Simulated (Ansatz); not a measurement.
```xyz
9

C     0.6774   -0.7441    0.6939
Ge   -0.7454    0.3941    0.0450
F    -0.4364    1.9648    0.7420
S    -0.7566    0.5894   -2.1539
H     0.5573   -1.7548    0.3032
H     1.6390   -0.3455    0.3691
H     0.6559   -0.7706    1.7840
H    -2.1736    0.0245    0.4656
H     0.5824    0.6423   -2.2490
```

Charge 0, multiplicity 1.

Q: List the B3LYP/def2-TZVPP orbital energies in eV (Ansatz). (Estimate.)

A: Computed: Occupied: -10851.24, -2418.04, -1355.53, -1206.45, -1206.44, -1206.41, -670.54, -277.22, -216.06, -170.14, -160.61, -160.53, -160.41, -120.44, -120.40, -120.32, -34.32, -33.99, -33.92, -33.88, -33.88, -30.75, -20.32, -19.51, -14.85, -12.23, -11.92, -11.50, -11.24, -11.08, -10.67, -9.24, -8.74, -7.47. Lowest empty: -0.05, 0.14, 0.44, 0.73, 1.53, 2.42, 2.64, 3.16.

B3LYP here is the variant with VWN-RPA as its local correlation; programs differ in this.
